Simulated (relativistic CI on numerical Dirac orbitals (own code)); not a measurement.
# d7 in a ligand field

Computed with a parametric ligand-field model of a d^n configuration (Racah B and C, spin-orbit zeta, crystal field), exact diagonalisation.

Field parameters in Wybourne normalisation: Oh B⁴₀ = 21Dq, B⁴₄ = √(5/14) B⁴₀; Td as Oh with Dq negative (B⁴₀ = 21Dq, B⁴₄ = √(5/14) B⁴₀). The field is a parameter set, without covalency.

(1) Lowest levels for B = 490, C = 2100, ζ = 1750 cm⁻¹, Td, 10Dq = -10200 cm⁻¹?

(2) Lowest levels for B = 950, C = 3820, ζ = 660 cm⁻¹, Oh, 10Dq = 9950 cm⁻¹?

(3) Lowest levels for B = 510, C = 2380, ζ = 770 cm⁻¹, Oh, 10Dq = 25650 cm⁻¹?

(4) Lowest levels for B = 310, C = 1270, ζ = 510 cm⁻¹, Oh, 10Dq = 21050 cm⁻¹?

(5) Lowest levels for B = 410, C = 2030, ζ = 4350 cm⁻¹, Oh, 10Dq = 21750 cm⁻¹?

Results:

(1) Γ8 0 (S 1.48), Γ8 7464 (S 1.07), Γ6 8610 (S 1.02), Γ8 9680 (S 1.00), Γ7 11359 (S 1.46), Γ6 11521 (S 1.20), Γ8 11604 (S 1.19), Γ8 12025 (S 1.09), Γ7 13065 (S 1.00) cm⁻¹, with S from ⟨S²⟩ = S(S + 1). The ground level has 3.95 electrons in the cubic e pair.

(2) Γ6 0 (S 1.50), Γ8 429 (S 1.50), Γ8 1113 (S 1.49), Γ7 1266 (S 1.50), Γ8 9186 (S 0.64), Γ6 9363 (S 1.50), Γ8 9423 (S 1.49), Γ8 9535 (S 1.44), Γ7 9788 (S 1.50) cm⁻¹, with S from ⟨S²⟩ = S(S + 1). The ground level has 2.08 electrons in the cubic e pair.

(3) Γ8 0 (S 0.51), Γ6 13659 (S 1.50), Γ8 14102 (S 1.50), Γ7 14909 (S 1.50), Γ8 14936 (S 1.50), Γ8 23590 (S 0.51), Γ6 24198 (S 0.50), Γ8 24401 (S 0.51), Γ7 24664 (S 0.50) cm⁻¹, with S from ⟨S²⟩ = S(S + 1). The ground level has 1.02 electrons in the cubic e pair.

(4) Γ8 0 (S 0.50), Γ6 14355 (S 1.50), Γ8 14635 (S 1.50), Γ7 15157 (S 1.50), Γ8 15165 (S 1.50), Γ8 19844 (S 0.51), Γ6 20242 (S 0.50), Γ8 20331 (S 0.50), Γ7 20467 (S 0.50) cm⁻¹, with S from ⟨S²⟩ = S(S + 1). The ground level has 1.01 electrons in the cubic e pair.

(5) Γ8 0 (S 0.66), Γ6 9846 (S 1.45), Γ8 11618 (S 1.37), Γ7 17762 (S 1.48), Γ8 18236 (S 1.10), Γ8 18399 (S 1.05), Γ7 22569 (S 0.64), Γ8 23638 (S 0.68), Γ6 24714 (S 0.60) cm⁻¹, with S from ⟨S²⟩ = S(S + 1). The ground level has 1.20 electrons in the cubic e pair; its S is far from a half-integer, so spin-orbit coupling mixes spin states.
